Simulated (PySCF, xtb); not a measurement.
C2H14N2O2Si3, SMILES CN([SiH2]O[SiH2]O[SiH2]N)C. One conformer was computed; it need not be the lowest.

Harmonic wavenumbers (cm⁻¹) from GFN2-xTB (xtb) at its own minimum, in rising order: 16, 35, 36, 47, 69, 80, 101, 136, 175, 196, 198, 242, 260, 281, 330, 384, 504, 541, 547, 558, 579, 597, 603, 611, 615, 692, 734, 758, 789, 796, 804, 819, 842, 904, 1041, 1059, 1078, 1092, 1112, 1127, 1210, 1315, 1416, 1426, 1479, 1489, 1497, 1509, 1515, 2174, 2183, 2246, 2282, 2284, 2312, 2887, 2888, 2938, 2944, 3041, 3052, 3476, 3523.

**Question.** What does PBE0-D3(BJ)/def2-SVP run with PySCF give at its own minimum? (An estimate is asked for; the answer gives what the named calculation found.)

**Answer.** 27, 47, 66, 71, 87, 100, 113, 154, 197, 222, 240, 259, 265, 305, 358, 412, 432, 571, 590, 633, 673, 691, 709, 749, 759, 812, 868, 877, 914, 936, 939, 962, 984, 987, 1033, 1077, 1091, 1092, 1114, 1168, 1270, 1326, 1428, 1450, 1456, 1461, 1480, 1504, 1547, 2230, 2235, 2240, 2248, 2273, 2281, 2991, 2996, 3061, 3074, 3140, 3143, 3611, 3710. Paired by order, the mean absolute difference is 59 cm⁻¹ and the zero-point energies are 103.6 and 108.3 kcal/mol.
